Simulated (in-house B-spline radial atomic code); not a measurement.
A run on Sn⁺ (an excited or competing configuration) that did not converge. Method: scalar-relativistic (X2C) SCAN, spin-polarised, spherical fractional occupations, Fermi nucleus of rms radius 4.6519 fm; computed with an all-electron radial atomic-structure program (B-spline basis).

Command:
```bash
python run_scf.py task.json out
```
Settings (nuclear radius in fm, mass in u):
```
Z                50
configuration    [Ar] 3d10 4s2 4p5 4d10 5s2 5p2
hamiltonian      x2c
method           scan,scan
spin_polarised   True
nucleus          fermi
rms_radius       4.6519
atomic_mass      119.9022
speed_of_light   137.035999084
```

First and last ten iterations of the last attempt (damped for 15 steps, keeping 80 % of the old Fock matrix, then DIIS):
```
 iter        energy (Eh)    residual
    1       -6173.326817    1.81e-01
    2       -6173.337591    2.29e-03
    3       -6173.337613    1.71e-03
    4       -6173.337623    1.30e-03
    5       -6173.337629    1.00e-03
    6       -6173.337632    7.91e-04
    7       -6173.337635    6.60e-04
    8       -6173.337636    5.53e-04
    9       -6173.337637    4.65e-04
   10       -6173.337638    3.91e-04
  111       -6173.337640    2.93e-05
  112       -6173.337640    2.47e-05
  113       -6173.337640    2.48e-05
  114       -6173.337640    2.57e-05
  115       -6173.337640    2.58e-05
  116       -6173.337640    2.42e-05
  117       -6173.337640    2.43e-05
  118       -6173.337640    2.63e-05
  119       -6173.337640    2.51e-05
  120       -6173.337640    2.48e-05
 not converged after 120 iterations
```

The smallest residual met was 2.3e-05; the threshold is about 5e-07. Over the last five steps the energy moves by less than 3e-08 hartree, but the orbitals didn't meet the threshold. Run time, properties included: 4.8 s on 1 thread of Intel(R) Xeon(R) Platinum 8259CL CPU @ 2.50GHz (shared host).
